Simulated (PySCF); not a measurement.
YCl3, SMILES [Cl][Y]([Cl])[Cl]. Atoms are numbered in the order given.

```xyz
4

Y      0.0000     0.0000     0.0000
Cl     2.4481     0.0000     0.0000
Cl    -1.2240    -2.1201     0.0000
Cl    -1.2240     2.1201     0.0000
```

Geometry optimised at B3LYP-D3(BJ)/def2-SVP. The isomer is the one that the SMILES or the coordinates give; other isomers of the formula were not compared. The def2 effective core potentials stand for the cores of Y; spin–orbit coupling is left out.

Level of theory: B3LYP-D3(BJ)/def2-SVP in PySCF.

Frequencies are harmonic and unscaled.

Modes within 1.5 cm⁻¹ of each other (mostly degenerate sets) share a row, with their intensities summed.

| mode | ν (cm⁻¹) | IR (km/mol) | Raman (Å⁴/amu) | depolarisation | moving atoms (share of kinetic energy) |
|---|---|---|---|---|---|
| 1 | 41 | 41.3 | 0.0 | – | Y 54 %, Cl 46 % |
| 2–3 | 83 | 9.5 | 2.6 | 0.75 | Cl 85 %, Y 15 % |
| 4 | 331 | 0.0 | 10.5 | 0.05 | Cl 100 % |
| 5–6 | 392 | 227.6 | 0.0 | – | Cl 60 %, Y 40 % |
